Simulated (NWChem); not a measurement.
Everything below was run with NWChem. System: H$_{4}$OSi$_{2}$, charge 1, spin multiplicity 2, at the geometry of a parent with another charge or spin, in a state set for the comparison that need not be this species' ground state. Its SCF solution wasn't tested for a lower state. Level: UPBE/STO-3G.

The NWChem input:

```
start mol
memory heap 200 mb stack 900 mb global 1100 mb
charge 1
geometry units angstroms nocenter noautoz noautosym
  Si    -0.348985     0.945081     0.498673
  O      1.250676     1.309158     0.159773
  H      1.826976     0.668666    -0.281046
  Si    -0.405662    -1.343140    -0.432507
  H      0.927384    -1.752294    -0.998731
  H     -1.415617    -1.462429    -1.534918
  H     -0.779087    -2.354387     0.610172
end
basis spherical
  * library sto-3g
end
dft
  xc xpbe96 cpbe96
  odft
  mult 2
  semidirect memsize 60000000 filesize 0
  iterations 100
end
task dft energy
```

Output (cleaned and shortened):

```
             Northwest Computational Chemistry Package (NWChem) 7.3.0
             --------------------------------------------------------

                                NWChem Input Module
                                -------------------

 Scaling coordinates for geometry "geometry" by  1.889725989
 (inverse scale =  0.529177249)

                             Geometry "geometry" -> ""
                             -------------------------

 Output coordinates in angstroms (scale by  1.889725989 to convert to a.u.)

  No.       Tag          Charge          X              Y              Z
 ---- ---------------- ---------- -------------- -------------- --------------
    1 Si                  14.0000    -0.34898500     0.94508100     0.49867300
    2 O                    8.0000     1.25067600     1.30915800     0.15977300
    3 H                    1.0000     1.82697600     0.66866600    -0.28104600
    4 Si                  14.0000    -0.40566200    -1.34314000    -0.43250700
    5 H                    1.0000     0.92738400    -1.75229400    -0.99873100
    6 H                    1.0000    -1.41561700    -1.46242900    -1.53491800
    7 H                    1.0000    -0.77908700    -2.35438700     0.61017200

 Effective nuclear repulsion energy (a.u.)     131.8790130595

            Nuclear Dipole moment (a.u.)
            ----------------------------
        X                 Y               Z
 ---------------- ---------------- ----------------
     0.0000113384    -0.0000113384    -0.0000283459


 Summary of "ao basis" -> "" (spherical)
 ------------------------------------------------------------------------------
       Tag                 Description            Shells   Functions and Types
 ---------------- ------------------------------  ------  ---------------------
 *                           sto-3g                   on all atoms

  pbe96 is a nonlocal functional; adding pw91lda local functional.

                                 NWChem DFT Module
                                 -----------------

 Summary of "ao basis" -> "ao basis" (spherical)
 ------------------------------------------------------------------------------
[...]
  ----- ------------  ---------------      ----- ------------  ---------------
     6      0.491997  1 Si s                 23     -0.470173  4 Si py
     8      0.462390  1 Si py                21     -0.282435  4 Si s
     9      0.251065  1 Si pz                11     -0.229096  2 O  s
    13     -0.210712  2 O  py                 7     -0.195506  1 Si px
    24     -0.187775  4 Si pz                25      0.178200  5 H  s

 Vector   21  Occ=0.000000D+00  E=-2.322306D-01
              MO Center= -1.0D-01,  9.4D-01,  4.2D-01, r^2= 1.8D+00
   Bfn.  Coefficient  Atom+Function         Bfn.  Coefficient  Atom+Function
  ----- ------------  ---------------      ----- ------------  ---------------
     9      0.847349  1 Si pz                14     -0.431493  2 O  pz
     8     -0.350917  1 Si py                 5     -0.289202  1 Si pz
     7      0.259300  1 Si px                13      0.178366  2 O  py
    12     -0.131881  2 O  px                 4      0.119768  1 Si py
    26      0.120283  6 H  s                 27     -0.119091  7 H  s

 Vector   22  Occ=0.000000D+00  E=-8.781700D-02
              MO Center= -6.4D-02,  2.7D-01,  1.3D-01, r^2= 2.9D+00
   Bfn.  Coefficient  Atom+Function         Bfn.  Coefficient  Atom+Function
  ----- ------------  ---------------      ----- ------------  ---------------
     8      0.814570  1 Si py                21      0.561523  4 Si s
    23      0.494588  4 Si py                11     -0.417343  2 O  s
    15      0.393034  3 H  s                  7      0.380873  1 Si px
    25     -0.306643  5 H  s                  4     -0.259590  1 Si py
     9      0.220760  1 Si pz                24      0.171582  4 Si pz

   alpha - beta orbital overlaps
   -----------------------------

   alpha      1      2      3      4      5      6      7      8      9     10
    beta      1      2      3      4      5      7      6      8      9     10
 overlap   1.000  1.000  1.000  1.000  1.000  0.781  1.000  0.781  1.000  1.000

   alpha     11     12     13     14     15     16     17     18     19     20
    beta     11     12     13     14     15     16     17     18     19     20
 overlap   1.000  1.000  0.998  0.998  0.998  0.996  0.999  0.999  0.975  0.978

   alpha     21     22     23     24     25     26     27
    beta     21     22     23     24     25     26     27
 overlap   0.999  0.994  0.996  0.999  1.000  0.999  0.999

     --------------------------
     Expectation value of S2:
     --------------------------
      <S2> =      0.7537 (Exact =     0.7500)

 center of mass
 --------------
 x =  -0.01353550 y =   0.12098925 z =   0.05434146

 moments of inertia (a.u.)
 ------------------
         465.021462436229        -127.731731501577         -12.539563794155
        -127.731731501577         200.904943525766        -125.101486902351
         -12.539563794155        -125.101486902351         549.005689087093

     Multipole analysis of the density
     ---------------------------------

     L   x y z        total         alpha         beta         nuclear
     -   - - -        -----         -----         ----         -------
     0   0 0 0      1.000000    -20.000000    -19.000000     40.000000

     1   1 0 0      0.043235      0.364271     -0.321048      0.000011
     1   0 1 0      0.310856     -0.231667      0.542534     -0.000011
     1   0 0 1      0.116735     -0.206846      0.323609     -0.000028

     2   2 0 0    -17.413909    -51.565884    -49.165543     83.317518
     2   1 1 0     -0.360694    -34.846974    -35.543518     70.029798
     2   1 0 1     -0.661791     -3.357292     -4.004934      6.700435
     2   0 2 0    -16.291496   -123.958030   -116.137375    223.803910
     2   0 1 1      1.272804    -34.359787    -31.412250     67.044841
     2   0 0 2    -18.363336    -28.553098    -25.911098     36.100860

 Task  times  cpu:        3.3s     wall:        3.3s

 Total times  cpu:        3.3s     wall:        3.3s
```
